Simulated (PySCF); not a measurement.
## Mayer bond orders and bond lengths

C₄H₆FNSi.
Numbering: `[CH:1]#[C:2][Si@@H:3]([NH2:4])[C:5](=[CH2:6])[F:7]` (hydrogens: H8 on C1; H9 on Si3; H10, H11 on N4; H12, H13 on C6)

Geometry (GFN2-xTB, Å), atoms numbered from 1 in this order:
```xyz
13
C4H6FNSi angstrom
C      2.5081   -1.1867    0.4418
C      1.5867   -0.4162    0.4096
Si     0.1696    0.7741    0.3848
N      0.3920    1.8511   -0.9344
C     -1.3935   -0.2103   -0.0523
C     -1.6023   -1.5044    0.1057
F     -2.4076    0.5441   -0.5675
H      3.3109   -1.8670    0.4613
H      0.0211    1.3725    1.7232
H      1.1769    2.4799   -0.9574
H     -0.4118    2.2640   -1.3783
H     -0.8219   -2.1225    0.5083
H     -2.5326   -1.9781   -0.1625
```

Bond orders from the PBE0/pcSseg-1 density (PySCF). One conformer (not necessarily the lowest) at the GFN2-xTB geometry, without solvent, vibrations or thermal averaging.

How far do the computed orders between heavy atoms stray from the drawn ones?

The largest departure is 0.438, at C1–C2 (drawn triple, 2.562). Drawn single, order below 0.88: C2–Si3 (0.876) and Si3–C5 (0.832). Drawn double or triple, more than 0.30 short of the drawn order: C1–C2 (2.562).

Give the Mayer order of every bond between heavy atoms, beside its length.

```json
{"bond": "C1–C2", "drawn as": "triple", "length (Å)": "1.202", "Mayer order": "2.562"}
{"bond": "C2–Si3", "drawn as": "single", "length (Å)": "1.851", "Mayer order": "0.876"}
{"bond": "Si3–N4", "drawn as": "single", "length (Å)": "1.717", "Mayer order": "1.102"}
{"bond": "Si3–C5", "drawn as": "single", "length (Å)": "1.898", "Mayer order": "0.832"}
{"bond": "C5–C6", "drawn as": "double", "length (Å)": "1.320", "Mayer order": "1.925"}
{"bond": "C5–F7", "drawn as": "single", "length (Å)": "1.365", "Mayer order": "0.884"}
```

By pair of heavy elements: C–C: lowest C5–C6 (1.925, 1.320 Å), highest C1–C2 (2.562, 1.202 Å). C–Si: lowest Si3–C5 (0.832, 1.898 Å), highest C2–Si3 (0.876, 1.851 Å).

And the bonds to hydrogen?

C–H: 0.94 to 1.09 (3 bonds); H–Si: 0.90 (1 bond); H–N: 0.94 (2 bonds).

Sum the orders of all bonds at each heavy atom with more than one neighbour and set the sums beside the valence in the SMILES.

C1 3.648 (drawn 4), C2 3.438 (drawn 4), Si3 3.708 (drawn 4), N4 2.989 (drawn 3), C5 3.641 (drawn 4), C6 3.809 (drawn 4). Orders between atoms that aren't bonded are not in these sums.

For a closed shell the Mayer order of atoms A and B is Σ (PS)μν (PS)νμ over the basis functions μ on A and ν on B, with P the density and S the overlap matrix.
